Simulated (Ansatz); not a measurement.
Ansatz (an electronic-structure program) input:

Ansatz 0.2 input:
```yaml
crystal:
  periodic: [false, false, false]
  atoms:
    - {symbol: Sn, position_ang: [0.25472308, 0.15056357, 0.04465241]}
    - {symbol: O, position_ang: [0.04081424, -1.77867820, -0.07388488]}
    - {symbol: H, position_ang: [0.80209141, -2.37699009, 0.01244254]}
    - {symbol: O, position_ang: [-1.52401348, 0.90197804, -0.18611675]}
    - {symbol: H, position_ang: [-1.67265168, 1.86241301, -0.16504987]}
basis:
  gaussian:
    orbitals: def2-SVPD
total_charge: 1
magnetization: {spin_polarized: true, initial_magnetization: 1}
correlation: {method: ccsd_t, electrons: outside_noble_gas}
output: {forces: true}
```

Predict the final energy.

-364.34231 Eh (CCSD(T)/def2-SVPD). The basis has 94 functions.
